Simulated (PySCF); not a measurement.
Compound: CH9NO3Si4.
SMILES: `[SiH](O[SiH3])(O[SiH2]C#N)O[SiH3]`

Torsions of this conformer, `[N:1]#[C:2][SiH2:3][O:4][SiH:5]([O:6][SiH3:7])[O:8][SiH3:9]`: C2–Si3–O4–Si5 -16°, Si3–O4–Si5–O6 -42°, O4–Si5–O6–Si7 115°, O4–Si5–O8–Si9 -33°.

The closed-shell ground state was solved at several levels (PySCF, density fitting, gas phase, non-relativistic). Geometry: PBE0-D3(BJ)/def2-SVP, one conformer, isolated molecule.

```
              level  basis functions  HOMO (eV)  LUMO (eV)  gap (eV)  dipole (D)
CAM-B3LYP/def2-SVPD              277     -10.27      -0.10     10.17        2.05
      PBE0/pcSseg-1              226      -8.88      -1.10      7.78        1.80
```

Task: Estimate the row for HF/pcSseg-1, a basis of 226 functions; the other rows only guide the guess.

Result: HOMO -12.47 eV, LUMO 2.48 eV, gap 14.95 eV, dipole 1.96 D.

Task: Over all these levels, which gives the widest orbital gap and which the narrowest?

Result: HF/pcSseg-1 (Hartree–Fock, all exact exchange) has the widest, 14.95 eV, and PBE0/pcSseg-1 (global hybrid, 25 % exact exchange) the narrowest, 7.78 eV. The two share the basis. From the narrowest to the widest the HOMO moves by -3.59 eV and the LUMO by +3.58 eV. The HOMO need not be the same orbital at Hartree–Fock and at DFT levels.

Task: How far do the dipole and the HOMO energy spread over the levels?

Result: The dipole runs from 1.80 to 2.05 D (mean 1.94 D) and the HOMO from -12.47 to -8.88 eV.
